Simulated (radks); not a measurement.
Results of a calculation; reference values are marked as such.
Initial-state core-level shifts of the niobium ion Nb3+ when its valence configuration changes from [Kr] 4d2. Level of theory: scalar-relativistic Kohn-Sham, PBE, spin-polarised, spherical densities, finite nucleus; open shells are filled with parallel spins first (spin-orbit coupling, left out, can overturn this in heavy ions); Fermi nuclear charge, rms radius 4.324 fm (a radial shooting solver on a logarithmic mesh with Libxc functionals). Shifts are changes of the shell-averaged eigenvalues in eV (positive: less bound); the change of the density at the nucleus, which sets a Mossbauer isomer shift, is in e/bohr^3, on a base of 8.407e+04.

| valence | 1s | 2p | 3p | 4p | density at nucleus |
|---|---|---|---|---|---|
| 4d1 5s1 | -4.751 | -5.095 | -4.914 | -3.977 | +24.911 |
| 4d1 5p1 | -5.835 | -6.177 | -6.009 | -4.997 | +3.646 |
| 5p2 | -11.887 | -12.622 | -12.231 | -9.946 | +8.126 |
| 5s2 | -9.853 | -10.575 | -10.157 | -8.080 | +52.364 |
| 4d0.5 5p1.5 | -8.838 | -9.369 | -9.098 | -7.483 | +5.779 |
| 4d1.5 5p0.5 | -2.885 | -3.049 | -2.972 | -2.497 | +1.721 |
